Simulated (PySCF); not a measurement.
C4F5 (SMILES F[C]=C(F)C(F)=C(F)F), doublet (typed; the unrestricted solution is spin-contaminated), geometry from GFN2-xTB; DF-HF/pcseg-1 (PySCF).

The PySCF input:
```python
from pyscf import gto, scf

mol = gto.Mole()
mol.atom = '''
    F     2.564853    0.598062   -1.460759
    C     1.420830    0.475698   -0.855755
    C     0.819680   -0.515782   -0.238937
    F     1.398897   -1.744469   -0.129173
    C    -0.497094   -0.431618    0.384888
    F    -0.941407   -1.550402    0.965212
    C    -1.261903    0.664850    0.409497
    F    -2.450535    0.758715    0.966846
    F    -0.892816    1.809328   -0.141922
'''
mol.basis = 'pcseg-1'
mol.charge = 0
mol.spin = 1
mol.verbose = 4
mol.build()

mf = scf.UHF(mol)
mf = mf.density_fit(auxbasis='def2-universal-jkfit')
mf.kernel()
```

Output, abridged:

```
PySCF version 2.14.0

[INPUT] verbose = 4
[INPUT] num. atoms = 9
[INPUT] num. electrons = 69
[INPUT] charge = 0
[INPUT] spin (= nelec alpha-beta = 2S) = 1
[INPUT] symmetry False subgroup None
[INPUT] Mole.unit = angstrom
[INPUT] Symbol           X                Y                Z      unit          X                Y                Z       unit  Magmom
[INPUT]  1 F      2.564853000000   0.598062000000  -1.460759000000 AA    4.846869719769   1.130173385510  -2.760434443994 Bohr   0.0
[INPUT]  2 C      1.420830000000   0.475698000000  -0.855755000000 AA    2.684979569566   0.898938938003  -1.617142579727 Bohr   0.0
[INPUT]  3 C      0.819680000000  -0.515782000000  -0.238937000000 AA    1.548970709783  -0.974686719980  -0.451525491025 Bohr   0.0
[INPUT]  4 F      1.398897000000  -1.744469000000  -0.129173000000 AA    2.643532206476  -3.296568642794  -0.244101592688 Bohr   0.0
[INPUT]  5 C     -0.497094000000  -0.431618000000   0.384888000000 AA   -0.939371518165  -0.815639810433   0.727332908632 Bohr   0.0
[INPUT]  6 F     -0.941407000000  -1.550402000000   0.965212000000 AA   -1.779001401748  -2.929835162978   1.823986332144 Bohr   0.0
[INPUT]  7 C     -1.261903000000   0.664850000000   0.409497000000 AA   -2.384651065767   1.256384413917   0.773837178831 Bohr   0.0
[INPUT]  8 F     -2.450535000000   0.758715000000   0.966846000000 AA   -4.630840008661   1.433763556599   1.827074144631 Bohr   0.0
[INPUT]  9 F     -0.892816000000   1.809328000000  -0.141922000000 AA   -1.687177719630   3.419134389507  -0.268193711051 Bohr   0.0

nuclear repulsion = 446.404457339588
number of shells = 27
number of NR pGTOs = 225
number of NR cGTOs = 126
basis = pcseg-1
ecp = {}

******** <class 'pyscf.df.df_jk.DFUHF'> ********
method = DFUHF
initial guess = minao
damping factor = 0
level_shift factor = 0
DIIS = <class 'pyscf.scf.diis.CDIIS'>
diis_start_cycle = 1
diis_space = 8
diis_damp = 0
SCF conv_tol = 1e-09
SCF conv_tol_grad = None
SCF max_cycles = 50
direct_scf = False
number electrons alpha = 35  beta = 34
Set gradient conv threshold to 3.16228e-05
******** <class 'pyscf.df.df.DF'> ********
auxbasis = def2-universal-jkfit
init E= -650.127735249234

cycle= 1 E= -647.871253293617  delta_E= 2.26  |g|= 0.823  |ddm|= 2.56
cycle= 2 E= -648.08926784234  delta_E= -0.218  |g|= 0.56  |ddm|=    1
cycle= 3 E= -648.208632155949  delta_E= -0.119  |g|= 0.0917  |ddm|= 0.443
cycle= 4 E= -648.217826478556  delta_E= -0.00919  |g|= 0.0434  |ddm|= 0.147
cycle= 5 E= -648.222459322123  delta_E= -0.00463  |g|= 0.0302  |ddm|= 0.111
cycle= 6 E= -648.225686086809  delta_E= -0.00323  |g|= 0.0188  |ddm|= 0.11
cycle= 7 E= -648.227326844842  delta_E= -0.00164  |g|= 0.00888  |ddm|= 0.107
cycle= 8 E= -648.2275796971  delta_E= -0.000253  |g|= 0.0047  |ddm|= 0.0422
cycle= 9 E= -648.227638488919  delta_E= -5.88e-05  |g|= 0.0029  |ddm|= 0.0166
cycle= 10 E= -648.227670359  delta_E= -3.19e-05  |g|= 0.00178  |ddm|= 0.0112
cycle= 11 E= -648.2276892719  delta_E= -1.89e-05  |g|= 0.000646  |ddm|= 0.0131
cycle= 12 E= -648.227690883181  delta_E= -1.61e-06  |g|= 0.000295  |ddm|= 0.00354
cycle= 13 E= -648.227691070724  delta_E= -1.88e-07  |g|= 0.000147  |ddm|= 0.000987
cycle= 14 E= -648.227691117702  delta_E= -4.7e-08  |g|= 6.13e-05  |ddm|= 0.000545
cycle= 15 E= -648.227691124394  delta_E= -6.69e-09  |g|= 2.57e-05  |ddm|= 0.000203
cycle= 16 E= -648.227691125601  delta_E= -1.21e-09  |g|= 1.12e-05  |ddm|= 7.52e-05
cycle= 17 E= -648.227691125867  delta_E= -2.66e-10  |g|= 6.65e-06  |ddm|= 3.37e-05
Extra cycle  E= -648.227691125963  delta_E= -9.6e-11  |g|= 5.69e-06  |ddm|= 1.49e-05
converged SCF energy = -648.227691125963  <S^2> = 0.90113045  2S+1 = 2.1458149
```
